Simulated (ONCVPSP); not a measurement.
Configuration tests for sulfur (S) (ONCV)

| Quantity | Value |
| --- | --- |
| Element | sulfur (S) |
| Generator | ONCVPSP 4.0.1 |
| Type | optimised norm-conserving Vanderbilt (ONCV) |
| Functional | PBEsol |
| Relativity | scalar-relativistic |
| Frozen core | [Ne] |
| Valence charge | 6 |
| Reference configuration | 3s2 3p3 (charge +1) |
| Partial waves | 3s: rc 1.20 bohr, ncon 4, nbas 8, qcut 7.1 1/bohr, 2 projectors, debl 1.2 Ha; 3p: rc 1.25 bohr, ncon 3, nbas 6, qcut 5.8 1/bohr, 2 projectors, debl 1.2 Ha |
| Local potential | polynomial inside 1.05 bohr (lpopt 5, dvloc0 0 Ha) |
| Core correction | polynomial model core, fcfact 0.7 |

Energies are relative to the spin-unpolarised reference configuration 3s2 3p3; without spin polarisation the order of configurations can differ from experiment.

```
valence configuration  charge  ΔE all-electron (eV)  error AE − PS (meV)
              3s2 3p4       0               -11.733                 +3.0
              3s2 3p0      +4               103.000                  +98
```

Question: What are ΔE and the potential's error for 3s2 3p1?

Answer: ΔE = 56.241 eV all-electron; the error (AE − PS) is +28 meV.

Question: What are ΔE and the potential's error for 3s2 3p2?

Answer: ΔE = 22.241 eV all-electron; the error (AE − PS) is +3.2 meV.

Levels in the configuration 3s2 3p0:

```
level  all-electron (eV)  pseudo (eV)
   3s            -65.853      -65.758
```

Note: ghosts flagged at negative energy: s at -196.2 eV; no localised positive-energy state flagged. A true bound ghost makes a file unfit for plane-wave use.
